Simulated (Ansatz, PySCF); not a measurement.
The pair A = SiH4 (SMILES [SiH4]) (first 5 atoms), B = C2H6 (SMILES CC); geometry from B3LYP-D3(BJ)/def2-TZVP.
(charge 0, multiplicity 1):
| atom | x (Å) | y (Å) | z (Å) |
|---|---|---|---|
| Si | -0.0194 | 0.3052 | 0.2851 |
| H | -1.4907 | 0.4006 | 0.4108 |
| H | 0.4357 | -1.0132 | 0.7795 |
| H | 0.6167 | 1.3767 | 1.0833 |
| H | 0.3647 | 0.4569 | -1.1369 |
| C | -0.7283 | -0.1105 | 3.9554 |
| C | 0.7518 | -0.2703 | 4.2891 |
| H | -1.0696 | -0.8941 | 3.2761 |
| H | -0.9267 | 0.8511 | 3.4780 |
| H | -1.3464 | -0.1637 | 4.8537 |
| H | 0.9487 | -1.2312 | 4.7683 |
| H | 1.0919 | 0.5135 | 4.9687 |
| H | 1.3696 | -0.2177 | 3.3908 |

Rows in 6-31G* carry no dispersion term and start afresh at each structure (6-31G* with six Cartesian d functions).

Codes used: Ansatz (Gaussian basis) for Hartree–Fock, density functionals and correlated methods; PySCF for 6-31G* rows. Values without a source in brackets are computed.

Total energies (hartree), monomers frozen at their geometry in the pair:

```
structure              HF/aug-cc-pV(D+d)Z  B3LYP/6-31G*  B3LYP/def2-TZVPPD
---------------------  ------------------  ------------  -----------------
AB                           -370.4865691  -371.7132198       -371.7825389
A in the pair's basis        -291.2506681  -291.8839024       -291.9173469
B in the pair's basis         -79.2374143   -79.8306910        -79.8663585
A                            -291.2503253  -291.8836405       -291.9172964
B                             -79.2372666   -79.8303297        -79.8663362
```

**Question.** Work out the interaction energy without and with the counterpoise correction, and the superposition error, for each level.

**Answer.** 
E(AB) − E(A) − E(B), times 627.509 kcal/mol, with the monomers in their own basis and then in the pair's basis:
- HF/aug-cc-pV(D+d)Z: 0.64 uncorrected, 0.95 corrected; the monomers gain 0.31 kcal/mol from borrowed functions
- B3LYP/6-31G*: 0.47 uncorrected, 0.86 corrected; the monomers gain 0.39 kcal/mol from borrowed functions
- B3LYP/def2-TZVPPD: 0.69 uncorrected, 0.73 corrected; the monomers gain 0.05 kcal/mol from borrowed functions

Ansatz is a first-principles code.
